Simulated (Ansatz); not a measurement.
Zn₄O₄H₁₄ was relaxed with r2SCAN-D4 (def2-SVP) in Ansatz in these states: charge +1 doublet, neutral singlet. The geometries follow in no particular order.

A:

```xyz
22

Zn   -0.719    0.273   -2.299
O    -1.275    1.045    1.282
Zn   -1.330   -2.091   -1.178
O     0.462   -1.450   -1.785
O     1.157   -0.546    1.036
Zn    0.493    0.697    2.397
Zn    1.488   -0.004   -0.745
O     1.211    2.261    1.122
H    -1.679   -0.347   -1.019
H    -0.862    1.023   -3.641
H    -1.473    0.533    0.469
H    -2.121    1.161    1.741
H    -1.217   -2.485    0.968
H    -2.186   -3.338   -1.371
H     0.931   -1.968   -2.459
H    -0.703   -1.915    0.992
H     1.531   -1.381    1.351
H     0.454    0.803    3.920
H     0.620    1.224   -1.577
H     2.647    0.819   -1.470
H     0.546    2.940    0.926
H     2.025    2.746    1.337
```

B:

```xyz
22

Zn    2.028    0.921   -0.398
O     0.353   -1.653    1.328
Zn    0.458    2.116    1.449
O     0.307    2.192   -0.530
O    -1.508   -0.274   -0.388
Zn   -1.304   -2.138    0.179
Zn   -0.346    0.633   -1.703
O     0.081   -2.553   -1.352
H     1.344    0.673    1.297
H     3.472    1.462   -0.529
H     0.683   -0.717    1.309
H     0.487   -1.975    2.229
H    -1.437    1.246    2.073
H     0.278    3.223    2.504
H     0.374    3.051   -0.969
H    -1.437    0.819    1.428
H    -2.435   -0.030   -0.518
H    -2.307   -3.210    0.652
H     1.173   -0.260   -1.244
H    -0.706    0.859   -3.198
H     0.697   -1.781   -1.359
H    -0.255   -2.605   -2.259
```

Judge from the bond lengths which geometry belongs to which state (an estimate).

A is the charge +1 doublet (Zn1–H19 1.793 Å, Zn7–H19 1.719 Å, Zn3–H9 1.786 Å); B is the neutral singlet (Zn1–H19 1.686 Å, Zn7–H19 1.821 Å, Zn3–H9 1.700 Å).

In the charge 1 doublet, H13 and H16 lie 0.77 Å apart (atoms count from 1), so H2 has formed as a molecule. In the singlet, H13 and H16 lie 0.77 Å apart (atoms count from 1), so H2 has formed as a molecule.
